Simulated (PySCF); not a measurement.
Vertical excitations of a molecule C4H11FSi from TDA-PBE/def2-SVPD (PySCF), as energy in eV (oscillator strength): 6.83 (0.002), 7.22 (0.035), 7.39 (0.002), 7.55 (0.004), 7.75 (0.002), 7.77 (0.004). Lowest triplet (TDA): 6.57 eV. Geometry optimised at B3LYP-D3(BJ)/def2-SVP. The values are those of a single conformer.

Problem. Identify the compound among the candidates.
A) CC(C)C[SiH2]F
B) C[C@H](F)[C@H](C)[SiH3]
C) C[SiH2]C[C@@H](C)F
D) CC[C@](C)(F)[SiH3]

Solution. A, CC(C)C[SiH2]F
